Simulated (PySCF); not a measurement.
CH₄BrInO₂, SMILES C[O][In]([OH])[Br]. Heavy atoms are numbered as in [In:1]([Br:2])([OH:3])[O:5][CH3:6]. Hydrogens are named by the atom that carries them.

Geometry: PBE0-D3(BJ)/def2-SVP. The structure was generated by enumeration; whether it is a known compound was not checked. The def2 effective core potentials stand for the cores of In; spin–orbit coupling is left out. The values are those of a single conformer.

All values below come from HF/def2-TZVP run with PySCF.

Atomic charges (e), one atom of each kind:

```
atom      Mulliken  Löwdin
--------  --------  ------
In1           1.34    0.38
Br2              …    0.08
O3 (OH)      -0.79   -0.38
H on O3       0.34    0.16
O5               …   -0.17
C6 (CH3)     -0.08   -0.36
H on C6          …    0.09
```

**Question.** Some entries are withheld; supply them. (The exact figures need the calculation; the answer reports its results.)

**Answer.** 
- Br2, Mulliken: -0.42
- O5, Mulliken: -0.66
- H on C6, Mulliken: 0.09
